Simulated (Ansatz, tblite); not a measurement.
Removing and adding an electron: (BeTe)4 cube (Be₄Te₄). The state is a singlet with charge 0. Geometry: PBE-D4/def2-SVP. Ansatz, gas phase; energy differences of separate SCF runs; the oxidised species was run as a doublet alone; the reduced species was run as a doublet alone.

```xyz
8

Be    1.2774    0.7639   -0.2909
Te    1.8217   -0.9153    1.3479
Be    0.1970   -1.4639   -0.3437
Te    0.5543   -0.2129   -2.3708
Be   -1.1304    0.5678   -0.8363
Te   -0.3175    2.3592    0.5538
Be   -0.3439    0.1322    1.4710
Te   -2.0586   -1.2311    0.4691
```

In the def2 sets Te takes a core potential; there is no spin–orbit coupling. The xTB rows come from tblite. B3LYP takes the VWN-RPA correlation. HOMO above LUMO, or a gap near zero within one spin, warns that the state may not be the lowest or that an electron is smeared out.

```
             level  −HOMO (eV)  vertical IE (eV)  −LUMO (eV)  vertical EA (eV)  HOMO–LUMO gap (eV)  IE − EA (eV)
          GFN1-xTB        9.29             11.72        7.51              4.91                1.78          6.81
   PBE-D4/def2-SVP        5.81                 –        3.96              2.10                1.85             –
B3LYP-D4/def2-TZVP        6.51              8.15        3.35                 –                3.16             –
 PBE0-D4/def2-TZVP        6.75              8.23        3.32                 –                3.43             –
```

Problem. Estimate the rows for GFN2-xTB, PBE-D4/def2-TZVP, PBE0-D4/def2-SVP.

Solution. 
```tsv
level	−HOMO (eV)	vertical IE (eV)	−LUMO (eV)	vertical EA (eV)	HOMO–LUMO gap (eV)	IE − EA (eV)	remarks
GFN2-xTB	7.13	10.19	4.60	1.33	2.53	8.86	–
PBE-D4/def2-TZVP	5.82	7.91	3.96	–	1.86	–	gap within one spin near zero (+1 doublet)
PBE0-D4/def2-SVP	6.78	–	3.37	2.11	3.41	–	–
```

   Raw xTB energy differences between charge states are shifted by several eV; the methods need an empirical correction for them. Sets without diffuse functions give affinities that are too small.
